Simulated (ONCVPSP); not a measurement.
## Before and after: ONCV potential for Ti

- Element: Ti
- Generator: ONCVPSP 4.0.1
- Type: optimised norm-conserving Vanderbilt (ONCV)
- Functional: PW91
- Relativity: scalar-relativistic
- Frozen core: [Ne]
- Valence charge: 12
- Reference configuration: 3s2 3p6 3d2 4s1 4p1
- Partial waves: 3s+4s: rc 2.00 bohr, ncon 4, nbas 8, qcut 7.7 1/bohr, 2 projectors; 3p+4p: rc 1.80 bohr, ncon 4, nbas 7, qcut 6.6 1/bohr, 3 projectors, debl 2 Ha; 3d: rc 2.60 bohr, ncon 4, nbas 9, qcut 6.9 1/bohr, 2 projectors, debl 3.4 Ha
- Local potential: polynomial inside 1.35 bohr (lpopt 5, dvloc0 3 Ha)
- Core correction: polynomial model core, fcfact 0.2

All-electron outer shells of the reference configuration (PW91, scalar-relativistic, ld1.x):

```csv
shell,level (eV),outermost node (bohr),outermost maximum (bohr)
2s,-538.38,0.09,0.27
2p,-445.86,–,0.22
3s,-63.98,0.40,0.87
3p,-40.24,0.37,0.90
3d,-5.55,–,0.97
4s,-5.27,1.24,2.88
4p,-2.10,1.38,3.70
```

Change: p: qcut 8.4.

Cutoffs: the cutoffs (Ha) at which the residual kinetic energy of the hardest occupied pseudo-wave falls to 1 and 0.1 mHa per electron; they do not see the model core or the augmentation charge, which bear on the density cutoff. Errors are all-electron minus pseudo energies relative to the spin-unpolarised reference configuration.

Q: Predict the effect on cutoff, ghosts and configuration errors.

A: The potential gets harder (17 Ha and 20 Ha → 20 Ha and 25 Ha); the errors of the 4 common tests hardly move; neither file shows a bound ghost. The waves are optimised to have the least kinetic energy above qcut, so the cutoff follows it (qcut²/2 in Ha).

| quantity | base | changed |
| --- | --- | --- |
| cutoff, loose | 17 Ha | 20 Ha |
| cutoff, tight | 20 Ha | 25 Ha |
| loose cutoff by channel | s 9.0 Ha, p 17 Ha, d 16 Ha | s 9.0 Ha, p 20 Ha, d 16 Ha |
| bound ghosts | none | none |
| GHOST(+) flags under 300 eV | none | none |
| error for 3s2 3p6 3d2 4s2 4p0, meV [ΔE -3.09 eV] | -0.2 | -0.2 |
| error for 3s2 3p6 3d2 4s1 4p0, meV [ΔE 4.30 eV] | 0.0 | -0.1 |
| error for 3s2 3p6 3d2 4s0 4p0, meV [ΔE 17.90 eV] | -7.5 | -7.6 |
| error for 3s2 3p6 3d1 4s2 4p0, meV [ΔE 6.73 eV] | +249 | +251 |
| s: phases at 2.03 bohr within 0.05 rad from the reference energy up to (Ha; the scan ends near 5) | 4.7 | 4.7 |
| p: phases at 1.83 bohr within 0.05 rad from the reference energy up to (Ha; the scan ends near 5) | to the end of the scan | to the end of the scan |
| d: phases at 2.65 bohr within 0.05 rad from the reference energy up to (Ha; the scan ends near 5) | 0.3 | 0.3 |
| rms error of d²Exc/dni dnj with the model core, mHa | 1.62 | 1.61 |
